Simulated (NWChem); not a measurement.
System: AgN$_{2}$H$_{6}$ cation; SMILES [NH3]->[Ag+]<-[NH3]

NWChem input:

```
start job
memory heap 200 mb stack 900 mb global 1100 mb
charge 1
geometry units angstroms noautoz
  Ag     0.000000     0.000000     0.000000
  N      0.000000     0.000000    -2.143255
  H     -0.396277     0.857649    -2.533904
  H     -0.544607    -0.772011    -2.533904
  H      0.940884    -0.085639    -2.533904
  N      0.000000     0.000000     2.143255
  H     -0.085639     0.940884     2.533904
  H      0.857649    -0.396277     2.533904
  H     -0.772011    -0.544607     2.533904
end
basis spherical
  Ag library def2-svp
  N library def2-svp
  H library def2-svp
end
ecp
  Ag library def2-ecp
end
dft
  xc b3lyp
  iterations 150
  mulliken
end
task dft energy
```

NWChem printed, in part:

```
             Northwest Computational Chemistry Package (NWChem) 7.3.0
             --------------------------------------------------------

 C3  symmetry detected

                             Geometry "geometry" -> ""
                             -------------------------

 Output coordinates in angstroms (scale by  1.889725989 to convert to a.u.)

  No.       Tag          Charge          X              Y              Z
 ---- ---------------- ---------- -------------- -------------- --------------
    1 Ag                  47.0000     0.00000000     0.00000000    -0.00000000
    2 N                    7.0000     0.00000000     0.00000000    -2.14325500
    3 H                    1.0000    -0.00000003     0.94477365    -2.53390400
    4 H                    1.0000    -0.81819797    -0.47238685    -2.53390400
    5 H                    1.0000     0.81819800    -0.47238681    -2.53390400
    6 N                    7.0000     0.00000000    -0.00000000     2.14325500
    7 H                    1.0000     0.31690451     0.89003864     2.53390400
    8 H                    1.0000     0.61234382    -0.71946668     2.53390400
    9 H                    1.0000    -0.92924833    -0.17057196     2.53390400

 Effective nuclear repulsion energy (a.u.)     252.9403882987

      Symmetry information
      --------------------

 Group name             C3
 Group number              5
 Group order               3
 No. of unique centers     5

                                 NWChem DFT Module
                                 -----------------

 Summary of "ao basis" -> "ao basis" (spherical)
 ------------------------------------------------------------------------------
       Tag                 Description            Shells   Functions and Types
 ---------------- ------------------------------  ------  ---------------------
 Ag                         def2-svp                11       31   5s3p2d1f
 N                          def2-svp                 6       14   3s2p1d
 H                          def2-svp                 3        5   2s1p

      Symmetry analysis of basis
      --------------------------

        a          35
        e+         27
        e-         27

  Rotation of axis

            General Information
            -------------------
          SCF calculation type: DFT
          Wavefunction type:  closed shell.
          No. of atoms     :     9
          No. of electrons :    38
           Alpha electrons :    19
            Beta electrons :    19
          Charge           :     1
          Spin multiplicity:     1
          Use of symmetry is: on ; symmetry adaption is: on
          Maximum number of iterations: 150
          AO basis - number of functions:    89
                     number of shells:    41
          Convergence on energy requested:  1.00D-06
          Convergence on density requested:  1.00D-05
          Convergence on gradient requested:  5.00D-04

              XC Information
              --------------
                         B3LYP Method XC Potential
                     Hartree-Fock (Exact) Exchange  0.200
                        Slater Exchange Functional  0.800 local
                    Becke 1988 Exchange Functional  0.720 non-local
              Lee-Yang-Parr Correlation Functional  0.810
                  VWN I RPA Correlation Functional  0.190 local

             Grid Information
             ----------------
          Grid used for XC integration:  medium
          Radial quadrature: Mura-Knowles
          Angular quadrature: Lebedev.
          Tag              B.-S. Rad. Rad. Pts. Rad. Cut. Ang. Pts.
          ---              ---------- --------- --------- ---------
          Ag                  1.60      123           9.0       590
          N                   0.65       49          12.0       434
          H                   0.35       45          13.0       434
          Grid pruning is: on
          Number of quadrature shells:   311
          Spatial weights used:  Erf1

      Superposition of Atomic Density Guess
      -------------------------------------

 Sum of atomic energies:        -279.14057722

 Renormalizing density from      39.00 to     38

      Non-variational initial energy
      ------------------------------

 Total energy =    -255.511252
 1-e energy   =    -636.578816
 2-e energy   =     257.787530
 HOMO         =      -0.751766
 LUMO         =      -0.366154

      Symmetry analysis of molecular orbitals - initial
      -------------------------------------------------

  Numbering of irreducible representations:

     1 a           2 e+          3 e-

  Orbital symmetries:

     1 a           2 a           3 a           4 a           5 e+
     6 e+          7 a           8 a           9 a          10 e+
    11 e+         12 e+         13 e+         14 e+         15 e+
    16 e+         17 e+         18 a          19 a          20 a
    21 e+         22 e+         23 a          24 a          25 e+
    26 e+         27 e+         28 e+         29 a

     ---------------------------------------------
      Total Density - Mulliken Population Analysis
     ---------------------------------------------

    Atom       Charge   Shell Charges
 -----------   ------   -------------------------------------------------------
    1 Ag  19    18.87  -0.49  1.71  0.79  0.65  0.03  6.02  0.11  0.02  9.61  0.41  0.00
    2 N    7     7.56   1.99  1.06  0.35  2.66  1.50  0.01
    3 H    1     0.67   0.55  0.08  0.04
    4 H    1     0.67   0.55  0.08  0.04
    5 H    1     0.67   0.55  0.08  0.04
    6 N    7     7.56   1.99  1.06  0.35  2.66  1.50  0.01
    7 H    1     0.67   0.55  0.08  0.04
    8 H    1     0.67   0.55  0.08  0.04
    9 H    1     0.67   0.55  0.08  0.04

[...]
```

Level: B3LYP/def2-SVP with def2 effective core potentials on Ag. Geometry: optimised at PBE0/def2-SVP. No frequency run checked for a minimum. def2 effective core potentials on Ag; no spin-orbit coupling.
